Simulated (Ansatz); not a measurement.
`[CH3][SbH][CH2]N`, charge 0, multiplicity 1.

Q: Give a relaxed structure at PBE0-D4/def2-TZVP (Ansatz). (An estimate is asked.)

A: Ansatz gave: 
```xyz
12

C    -1.5488    0.9213    0.2788
Sb    0.5254    1.5201    0.2574
C     1.3150   -0.5359    0.3941
N     0.7060   -1.5707   -0.4039
H    -2.1669    1.7531   -0.0582
H    -1.8353    0.6636    1.2992
H    -1.7146    0.0670   -0.3776
H     0.6241    1.5056   -1.4566
H     1.2612   -0.8123    1.4496
H     2.3760   -0.4586    0.1470
H    -0.2593   -1.7220   -0.1425
H     0.7171   -1.3313   -1.3873
```
This is one stationary point; other conformers may exist.
